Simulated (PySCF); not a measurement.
PySCF job for iminoborane (BH2N), SMILES B=N, B3LYP/pcJ-1. Geometry: B3LYP-D3(BJ)/def2-TZVPD.

```python
import numpy as np
from pyscf import gto, scf, dft
from pyscf.prop.ssc import rks as ssc

mol = gto.M(
    atom='''
    B     0.00000000    0.00000000    0.69227649
    N     0.00000000    0.00000000   -0.54103058
    H     0.00000000    0.00000000    1.85907601
    H     0.00000000    0.00000000   -1.53324444
    ''',
    basis='pcJ-1',
    charge=0,
    spin=0,
    max_memory=1600,
    verbose=3,
)
mf = dft.RKS(mol, xc='b3lyp')
mf.grids.level = 3
mf.conv_tol = 1e-10
mf.max_cycle = 100
mf.kernel()
j = ssc.SSC(mf)
j.with_fcsd = True
j.max_cycle_cphf = 80
j.conv_tol = 1e-7
e11 = j.kernel()
```

Output:

```
converged SCF energy = -80.8168427133969
Reduced spin-spin coupling constant K (Hz)
               #0        #1        #2        #3
        0 B    0.00000
        1 N   90.97963   0.00000
        2 H   25.94069   5.55603   0.00000
        3 H    6.27855  38.12601   0.22539   0.00000
Spin-spin coupling constant J (Hz)
               #0        #1        #2        #3
        0 B    0.00000
        1 N   65.84327   0.00000
        2 H  259.71767  12.53043   0.00000
        3 H   62.86068  85.98505   7.03211   0.00000
```

Self-consistency was reached.

Cost: about 10 core-seconds (a rough figure).
